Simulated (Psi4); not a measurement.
C₄H₁₀In, doublet, geometry from GFN2-xTB (such geometries of metal compounds can be far from the true shape) (the spin is typed, not shown lowest) (all electrons, no relativity); Psi4 with REVPBE/STO-3G.

Input for Psi4:
```
memory 2 GB

molecule {
0 2
  In    0.52255082    0.11091274    0.09546448
  C    -0.95838512   -0.71695823    1.86304033
  C    -0.70962100   -2.19533506    2.09301009
  H    -1.96947651   -0.54010065    1.48625371
  H    -0.81678652   -0.14472989    2.78228406
  H     0.30234153   -2.36652019    2.46531725
  H    -0.83238832   -2.75924332    1.16515931
  H    -1.40770894   -2.61020520    2.82733321
  C    -0.32756829    0.44693269   -2.17777208
  C    -0.86797167    1.85804339   -2.30665015
  H    -1.12384716   -0.29317635   -2.29476362
  H     0.45050344    0.25202494   -2.91862042
  H    -0.06947519    2.59339005   -2.18885308
  H    -1.62751592    2.05432304   -1.54594336
  H    -1.32935978    2.02341681   -3.28569579
}

set basis sto-3g
set reference uks
set scf_type pk
set puream true
set d_convergence 1e-8
set dft_radial_points 99
set dft_spherical_points 590

energy('revpbe')
print_variables()
```

**Question.** Predict the main parts of the log of this Psi4 run.

**Answer.** 
```
   => Loading Basis Set <=

    Name: STO-3G
    Role: ORBITAL
    Keyword: BASIS

         ---------------------------------------------------------
                                   SCF
               by Justin Turney, Rob Parrish, Andy Simmonett
                          and Daniel G. A. Smith
                              UKS Reference
         ---------------------------------------------------------

  ==> Geometry <==

    Molecular point group: c1
    Full point group: C1

    Geometry (in Angstrom), charge = 0, multiplicity = 2:

       Center              X                  Y                   Z               Mass
    ------------   -----------------  -----------------  -----------------  -----------------
         IN           0.423170993849     0.089802677703     0.077488911410   114.903878776000
         C           -1.057764946151    -0.738068292297     1.845064761410    12.000000000000
         C           -0.809000826151    -2.216445122297     2.075034521410    12.000000000000
         H           -2.068856336151    -0.561210712297     1.468278141410     1.007825032230
         H           -0.916166346151    -0.165839952297     2.764308491410     1.007825032230
         H            0.202961703849    -2.387630252297     2.447341681410     1.007825032230
         H           -0.931768146151    -2.780353382297     1.147183741410     1.007825032230
         H           -1.507088766151    -2.631315262297     2.809357641410     1.007825032230
         C           -0.426948116151     0.425822627703    -2.195747648590    12.000000000000
         C           -0.967351496151     1.836933327703    -2.324625718590    12.000000000000
         H           -1.223226986151    -0.314286412297    -2.312739188590     1.007825032230
         H            0.351123613849     0.230914877703    -2.936595988590     1.007825032230
         H           -0.168855016151     2.572279987703    -2.206828648590     1.007825032230
         H           -1.726895746151     2.033212977703    -1.563918928590     1.007825032230
         H           -1.428739606151     2.002306747703    -3.303671358590     1.007825032230

  Running in c1 symmetry.

  Rotational constants: A =      0.16724  B =      0.04045  C =      0.03663 [cm^-1]
  Rotational constants: A =   5013.65513  B =   1212.68725  C =   1098.08127 [MHz]
  Nuclear repulsion =  402.518403013469310

  Charge       = 0
  Multiplicity = 2
  Electrons    = 83
  Nalpha       = 42
  Nbeta        = 41

  ==> Algorithm <==

  SCF Algorithm Type is PK.
  DIIS enabled.
  MOM disabled.
  Fractional occupation disabled.
  Guess Type is SAD.
  Energy threshold   = 1.00e-06
  Density threshold  = 1.00e-08
  Integral threshold = 1.00e-12

  ==> Primary Basis <==

  Basis Set: STO-3G
    Blend: STO-3G
    Number of shells: 33
    Number of basis functions: 57
    Number of Cartesian functions: 59
    Spherical Harmonics?: true
    Max angular momentum: 2

  ==> DFT Potential <==

   => LibXC <=

    Version 7.1.2
    S. Lehtola, C. Steigemann, M. J. T. Oliveira, and M. A. L. Marques,  SoftwareX 7, 1–5 (2018) (10.1016/j.softx.2017.11.002)

   => Composite Functional: REVPBE <=

    revPBE GGA Exchange-Correlation Functional

    Y. Zhang and W. Yang, Phys. Rev. Lett. 80, 890, 1998

    Deriv               =              1
    GGA                 =           TRUE
    Meta                =          FALSE

    Exchange Hybrid     =          FALSE
    MP2 Hybrid          =          FALSE

   => Exchange Functionals <=

    1.0000   XC_GGA_X_PBE_R

   => Correlation Functionals <=

    1.0000     XC_GGA_C_PBE

   => LibXC Density Thresholds  <==

    XC_GGA_C_PBE:  1.00E-12
    XC_GGA_X_PBE_R:  1.00E-15

   => Molecular Quadrature <=

    Radial Scheme          =       TREUTLER
    Pruning Scheme         =           NONE
    Nuclear Scheme         =       TREUTLER

    Blocking Scheme        =         OCTREE
    BS radius alpha        =              1
    Pruning alpha          =              1
[...]

  ==> Iterations <==

                        Total Energy        Delta E     RMS |[F,P]|

   @UKS iter SAD: -5836.62330675073372   -5.83662e+03   0.00000e+00
   @UKS iter   1: -5840.59672862860043   -3.97342e+00   9.79946e-03 ADIIS/DIIS
   @UKS iter   2: -5836.62155239140702    3.97518e+00   2.80093e-02 ADIIS/DIIS
   @UKS iter   3: -5840.84699854192240   -4.22545e+00   5.98862e-03 ADIIS/DIIS
   @UKS iter   4: -5840.94636129202900   -9.93628e-02   2.31181e-03 ADIIS/DIIS
   @UKS iter   5: -5840.95684163660098   -1.04803e-02   5.30809e-04 ADIIS/DIIS
   @UKS iter   6: -5840.95794577023207   -1.10413e-03   1.48017e-04 ADIIS/DIIS
   @UKS iter   7: -5840.95800698820040   -6.12180e-05   5.05554e-05 DIIS
   @UKS iter   8: -5840.95801110574666   -4.11755e-06   2.89995e-05 DIIS
   @UKS iter   9: -5840.95801317051246   -2.06477e-06   7.43559e-06 DIIS
   @UKS iter  10: -5840.95801336249588   -1.91983e-07   1.38672e-06 DIIS
   @UKS iter  11: -5840.95801337541889   -1.29230e-08   2.09657e-07 DIIS
   @UKS iter  12: -5840.95801337563807   -2.19188e-10   7.84818e-08 DIIS
   @UKS iter  13: -5840.95801337564626   -8.18545e-12   1.95222e-08 DIIS
   @UKS iter  14: -5840.95801337565808   -1.18234e-11   1.04121e-08 DIIS
   @UKS iter  15: -5840.95801337565626    1.81899e-12   1.50283e-09 DIIS
  Energy and wave function converged.

  ==> Post-Iterations <==

   Electrons on quadrature grid:
      Nalpha   =   42.0000000166 ; deviation = 1.658e-08
      Nbeta    =   41.0000000136 ; deviation = 1.361e-08
      Ntotal   =   83.0000000302 ; deviation = 3.020e-08

   @Spin Contamination Metric:   1.728210563E-03
   @S^2 Expected:                7.500000000E-01
   @S^2 Observed:                7.517282106E-01
   @S   Expected:                5.000000000E-01
   @S   Observed:                5.000000000E-01

    Orbital Energies [Eh]
    ---------------------

    Alpha Occupied:

[...]
    Alpha Virtual:

[...]
    Beta Occupied:

[...]
    Beta Virtual:

[...]
      57A      0.508439

    Final Occupation by Irrep:
              A
    DOCC [    41 ]
    SOCC [     1 ]
    NA   [    42 ]
    NB   [    41 ]

  @UKS Final Energy: -5840.95801337565626

   => Energetics <=

    Nuclear Repulsion Energy =            402.5184030134693103
    One-Electron Energy =               -8883.7872652612513775
    Two-Electron Energy =                2822.0762928883937093
    DFT Exchange-Correlation Energy =    -181.7654440162685887
    Empirical Dispersion Energy =           0.0000000000000000
    VV10 Nonlocal Energy =                  0.0000000000000000
    Total Energy =                      -5840.9580133756562645

  UHF NO Occupations:
  HONO-2 :   40  A 1.9999361
  HONO-1 :   41  A 1.9992771
  HONO-0 :   42  A 1.0000000
  LUNO+0 :   43  A 0.0007229
  LUNO+1 :   44  A 0.0000639
  LUNO+2 :   45  A 0.0000274
  LUNO+3 :   46  A 0.0000101

Computation Completed

Properties will be evaluated at   0.000000,   0.000000,   0.000000 [a0]

Properties computed using the SCF density matrix

 Multipole Moments:

 ------------------------------------------------------------------------------------
     Multipole            Electronic (a.u.)      Nuclear  (a.u.)        Total (a.u.)
 ------------------------------------------------------------------------------------

 L = 1.  Multiply by 2.5417464519 to convert [e a0] to [Debye]
 Dipole X            :         15.9388627          -15.5874536            0.3514090
 Dipole Y            :          3.3859488           -3.3110552            0.0748937
 Dipole Z            :          2.8915595           -2.8194190            0.0721405
 Magnitude           :                                                    0.3664718

 ------------------------------------------------------------------------------------

  Variable Map:
  ----------------------------------------------------------------------------
[...]
  Array Variable Map:
  ----------------------------------------------------------------------------
[...]
[...]
```
